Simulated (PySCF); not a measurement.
Simulated absorption spectrum

Compound: C₄H₅ClOSi.
Bonds: Cl1–Si2, Si2–C3, C3–C4 (aromatic), C4–C5 (aromatic), C5–C6 (aromatic), C6–O7 (aromatic), C3–O7 (aromatic). Hydrogens: H8, H9 on Si2; H10 on C4; H11 on C5; H12 on C6.

Method: PySCF, TDDFT CAM-B3LYP/def2-SVPD, vertical, gas phase, core orbitals frozen in the response. The structure is a single GFN2-xTB conformer in the gas phase; no vibrational or solvent corrections. Torsions of this conformer, `[Cl:1][SiH2:2][c:3]1[cH:4][cH:5][cH:6][o:7]1`: Cl1–Si2–C3–C4 -1°.

Computed states:

```
state  E (eV)       f
   S1    5.91   0.330
   S2    6.27  0.0006
   S3    6.62  0.0024
   S4    6.87  0.0024
   S5    7.29  0.0060
   S6    7.61  0.0001
   S7    7.62   0.020
   S8    7.81  0.0063
```

Broadening: Gaussians 0.5 eV wide at half height, area fixed by f = 4.319×10⁻⁹ ∫ε dν̃. The cross-section is σ = 3.8235×10⁻²¹ ε cm², given in Mb (10⁻¹⁸ cm²). The width is an assumption, not a result. The curve ends short of the highest state used, and states not computed would add to its high-energy end.

Task: Give the broadened spectrum and its maxima.

Result: 
λ (nm), σ (Mb) and a bar:
```
    171.9       1.97 #
    173.9       1.48 #
    175.8       1.18 
    177.8       1.01 
    179.7       0.95 
    181.7       0.93 
    183.6       0.93 
    185.6       0.94 
    187.6       1.06 
    189.5       1.44 #
    191.5       2.48 #
    193.4       4.55 ##
    195.4       8.48 ####
    197.3      14.40 ######
    199.3      23.10 ##########
    201.3      33.89 ###############
    203.2      44.95 ####################
    205.2      55.77 #########################
    207.1      63.56 ############################
    209.1      67.75 ##############################
    211.0      67.34 ##############################
    213.0      62.63 ############################
    214.9      55.08 ########################
    216.9      45.35 ####################
    218.9      35.24 ################
    220.8      26.38 ############
    222.8      18.49 ########
    224.7      12.62 ######
    226.7       8.07 ####
    228.6       5.07 ##
    230.6       2.98 #
    232.6       1.69 #
    234.5       0.95 
    236.5       0.50 
    238.4       0.27 
    240.4       0.13
```

Maxima: 210 nm (5.91 eV), ε about 18000, made up of S1 (100%) (ε in L mol⁻¹ cm⁻¹; maxima over ε = 5, shares over 10%). At its high-energy end, 7.21 eV, the curve is still rising (ε about 510, from S5 and S7).

Task: Coming from long wavelengths, where does ε first pass 100 L mol⁻¹ cm⁻¹?

Result: At about 237 nm (5.22 eV), 0.68 eV below S1.

Task: On this curve, what absorbance would a 10⁻⁴ mol/L sample give at 193 nm over a 1 cm path?

Result: 193 nm is 6.424 eV, where ε is about 1000 L mol⁻¹ cm⁻¹, so A = ε c l ≈ 0.1 (Beer–Lambert, with the gas-phase spectrum and the assumed width).

Task: What would ε be at 5.91 eV, the highest of these maxima, with half the width (0.25 eV)?

Result: About 35600 L mol⁻¹ cm⁻¹ against 17800, a factor of about 2.00; a lone state at its own centre would give exactly 2.
